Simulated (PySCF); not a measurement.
An unknown is described by computed data only.

Elements present: C, H and N. Monoisotopic mass: 143.0363 u (electron mass counted); charge -1.

| Item | Value |
| --- | --- |
| NMR, other nuclei | isotropic shieldings of nuclei other than C and H, by class: -209 (1 N), -102 (1 N), -96 (1 N), -24 (1 N) ppm [GIAO PBE0/pcSseg-1] |
| Polarisability | 114.1 au [CAM-B3LYP/def2-SVPD] |
| 13C NMR | chemical shifts (computed TMS as zero) by class: 154.7 (1 C), 151.9 (1 C), 131.9 (1 C), 128.5 (1 C), 123.6 (1 C), 119.6 (1 C), 97.0 (1 C) ppm [GIAO PBE0/pcSseg-1] |
| UV, strongest line | among the 8 lowest singlet transitions: S6 at 5.77 eV (215 nm, f = 0.596) [TDDFT CAM-B3LYP/def2-SVPD] |
| Triplet | lowest triplet excitation (Tamm–Dancoff): 3.28 eV [TDA CAM-B3LYP/def2-SVPD] |
| Rotational structure | rotational constants A, B, C: 3.533, 0.772, 0.633 GHz [GFN2-xTB] |

The electronic properties come from PySCF, for the isolated species, density fitting. Levels stand in brackets. Isolated species at its GFN2-xTB geometry, gas phase. No diffuse functions stand in pcSseg-1, which bears on an anion's orbital energies. NMR values are class means; diastereotopic atoms form classes of their own.

**Question.** Which formula fits the mass and the elements?

**Answer.** C7H3N4 (calculated 143.0363). No other formula that holds each of these elements comes within 0.0003 u with a fitting electron parity and a possible valence count.

**Question.** What is the compound? Reason from the data.

**Answer.** Numbering: `[N:1]#[C:2][c:3]1[cH:4][cH:5][c:6]2[n-:7][n:8][n:9][c:10]2[cH:11]1`. 7 carbons fall into 7 classes; from least to most shielded: ring-fusion aromatic carbon [C6] (154.7 ppm), ring-fusion aromatic carbon [C10] (151.9 ppm), nitrile carbon [C2] (131.9 ppm), aromatic CH carbon [C11] (128.5 ppm), aromatic CH carbon [C4] (123.6 ppm), aromatic CH carbon [C5] (119.6 ppm), substituted aromatic carbon [C3] (97.0 ppm). The other shieldings belong to: -209 ppm, ring nitrogen [N8]; -102 ppm, ring nitrogen [N9]; -96 ppm, two-coordinate ring nitrogen [N7]; -24 ppm, nitrile nitrogen [N1]. The optimised geometry has point group Cs and is an asymmetric top. Structure: `N#Cc1ccc2[n-]nnc2c1`. Computed isomers that give other values at the same levels: `N#Cc1cccc2[n-]nnc12` (rotational constant A: 1.908 GHz; this holds for the one conformer computed). The assignments are read from this structure; whether some other isomer fits the data as well wasn't checked.
